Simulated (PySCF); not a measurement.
Al(Me)2(SiH3) (C₂H₉AlSi), SMILES [CH3][Al]([SiH3])[CH3]. Atoms are numbered in the order given.

```xyz
13

Al     0.3153    -0.3005     0.2902
C      2.1690    -0.5448    -0.2990
H      2.6362    -1.4545     0.1137
H      2.7798     0.3118     0.0437
H      2.2675    -0.5727    -1.3972
C     -0.3755    -1.1293     1.9268
H     -1.1821    -1.8458     1.6859
H     -0.8311    -0.3771     2.5949
H      0.3916    -1.6743     2.5009
Si    -1.1713     1.0959    -1.0645
H     -2.4084     1.5270    -0.3384
H     -1.6253     0.3556    -2.2882
H     -0.4896     2.3383    -1.5526
```
Charge 0, spin multiplicity 1.

Geometry: ωB97X-D3(BJ)/def2-SVP. The structure was generated by enumeration; whether it is a known compound was not checked.

Two levels are set side by side: PBE/pcSseg-1 (PySCF) and PBE0/pcSseg-1 (PySCF). GIAO shifts against TMS (²⁹Si), TMS (¹H), TMS (¹³C) at the same level; non-relativistic, no solvent, atoms listed together averaged. Differences are taken from unrounded values.

```json
[
 {"quantity": "δ(¹³C) of C2, C6 (ppm)", "PBE": "2.0"},
 {"quantity": "δ(²⁹Si) of Si10 (ppm)", "PBE": "-143.1"}
]
```

Question: These are the PBE values. What does PBE0 give? (The exact figures need the calculation; the answer reports its results.)

Answer: 
```csv
quantity,PBE0,PBE minus PBE0
"δ(¹³C) of C2, C6 (ppm)",0.9,1.1
δ(²⁹Si) of Si10 (ppm),-136.1,-7.0
```

Rough cost on one machine, each run with all the roots and properties that it gave: PBE0 against PBE within a factor of 2.
